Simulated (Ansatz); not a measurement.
Reaction (ligand exchange at a Ti–Cl bond): `[CH3][Ti]([F])([F])[Cl]` + H–F → `[CH3][Ti]([F])([F])[F]` + HCl

Isolated molecules relaxed with PBE0-D4/def2-TZVP in Ansatz; ΔE leaves out vibrations. CCSD(T)/CBS adds triple-zeta CCSD(T) − MP2 to the extrapolated MP2 energy (def2 sets, frozen cores). This one scheme is used for every species. Functionals use def2-TZVPP. For Ti outer-core shells are correlated without core-valence functions, which leaves a few kJ/mol of doubt a bond. Scalar relativity is left out up to krypton.

| level | ΔE (eV) |
| --- | --- |
| CAM-B3LYP-D4 | -0.31 |
| r2SCANh | -0.23 |
| SCS-MP2/def2-TZVPP | -0.18 |
| CCSD/def2-TZVPP | -0.24 |

(1) What does CCSD(T)/CBS give? (An estimate is asked.)

(2) What do rigid-rotor, harmonic-oscillator terms from PBE0-D4/def2-TZVP frequencies (298.15 K, 1 bar) make of the CCSD(T)/CBS value? (Estimate.)

Largest T1 diagnostic among the species: 0.022, so the coupled-cluster value is less sure than usual.

Results:

(1) Computed: -0.13 eV. The listed levels differ from it by -0.18, -0.10, -0.05, -0.11 eV.

(2) Ansatz gave: ΔZPE = -0.05 eV, ΔH = -0.19 eV, ΔS = -7 J/(mol·K), ΔG = -0.16 eV.

Leaving LDA and LC-ωPBE aside and taking each functional with its dispersion term where it has one, the values, not all of them listed here, spread over 0.15 eV, from CAM-B3LYP-D4 to PBE-QIDH. In def2-TZVPP, CCSD(T) changes the Hartree–Fock value by +0.07 eV (the triples alone add +0.04 eV) and MP2 by +0.16 eV.
